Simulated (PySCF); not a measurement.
PySCF was given this input:
```python
from pyscf import gto, scf, dft

mol = gto.M(
    atom='''
B    -0.62642433    1.18300324    0.24601012
O    -1.33948341    0.02486049    0.22970691
B    -0.71480732   -1.15811031   -0.01600341
O     0.62560781   -1.18146124   -0.24568946
B     1.34123166   -0.02489294   -0.23000671
O     0.71387560    1.15660075    0.01598255
H    -1.16486750    2.19985392    0.45746817
H    -1.69786777   -2.75083663   -0.03801259
H     2.49408760   -0.04628966   -0.42770903
''',
    basis='6-31g',
    verbose=4,
)

mf = dft.RKS(mol)
mf.xc = 'b3lyp'
mf.kernel()
```

### Question
What does this run give for the HOMO-LUMO gap, Mulliken (on the basis functions themselves) charges in atom order, HOMO energy, total energy, number of basis functions?

### Answer

| Property | Result |
|---|---|
| HOMO-LUMO gap | 6.86 eV |
| Mulliken (on the basis functions themselves) charges in atom order | B1 0.54, O2 -0.51, B3 0.59, O4 -0.51, B5 0.54, O6 -0.50, H7 -0.02, H8 -0.09, H9 -0.02 |
| HOMO energy | -7.97 eV |
| total energy | -302.1115 Eh |
| number of basis functions | 60 |
